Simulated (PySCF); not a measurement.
I₄Se, SMILES I[Se+](I)(I)I, charge +1, multiplicity 2. The structure is a stationary point at PBE-D3(BJ)/def2-SVP. The def2 effective core potentials stand for the cores of I; spin–orbit coupling is left out.

Q: Give the equilibrium geometry at PBE-D3(BJ)/def2-SVP (PySCF confirms it by a frequency run) as Cartesian coordinates in Å, and its point group. (Estimate from the structure and the level; the computed values follow.)

A: point group Td.
```xyz
5

Se     0.0000     0.0000     0.0000
I     -1.5110     1.5110     1.5110
I      1.5110     1.5110    -1.5110
I      1.5110    -1.5110     1.5110
I     -1.5110    -1.5110    -1.5110
```
Charge +1, spin multiplicity 2.
